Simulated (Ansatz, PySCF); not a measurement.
CBr3, charge +1, multiplicity 1. Atoms are numbered in the order given.

```xyz
4

Br    -1.8176     0.0000     0.0000
C      0.0000     0.0000     0.0000
Br     0.9088    -1.5741     0.0000
Br     0.9088     1.5741     0.0000
```
Charge +1, spin multiplicity 1.

Geometry optimised at TPSSh-D3(BJ)/def2-SVP. The multiplicity is an assumed one; no other spin state was optimised. The isomer is the one that the SMILES or the coordinates give; other isomers of the formula were not compared.

Vertical ionisation energy (IE) and electron affinity (EA) in eV. Rows of orbital energies are one-electron estimates. Where ΔSCF, EOM or ADC give a negative EA the extra electron is unbound and the value depends on the basis.

```
level                                                                   IE     EA
-------------------------------------------------------------------  -----  -----
−ε(HOMO), −ε(LUMO), ωB97X/def2-TZVP (PySCF)                          16.33   7.58
−ε(HOMO), −ε(LUMO), PBE/def2-TZVP (PySCF)                            12.67  10.27
ΔSCF, PBE0/def2-SVPD (Ansatz), final states of multiplicity 2 and 2  16.21   7.90
ΔSCF, PBE/def2-SVPD (Ansatz), final states of multiplicity 2 and 2   15.70   7.52
```

What vertical singlet–triplet gap does ΔSCF give with PBE0/def2-SVPD (Ansatz, a program for electronic structure) and with PBE/def2-SVPD (Ansatz)? (The exact figures need the calculation; the answer reports its results.)

2.48 and 2.38 eV (triplet above singlet where positive).
